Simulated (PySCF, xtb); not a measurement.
OP, SMILES [P]=O, multiplicity 2.

Harmonic wavenumbers (cm⁻¹) from xtb with GFN2-xTB at its own minimum, in rising order: 1318.

### Question
What does PBE0-D3(BJ)/def2-TZVPD (PySCF 2.14.0) give at its own minimum? (Estimate from the structure and the level; the computed values follow.)

### Answer
1287. Paired by order, the mean absolute difference is 32 cm⁻¹ and the zero-point energies are 1.9 and 1.8 kcal/mol.
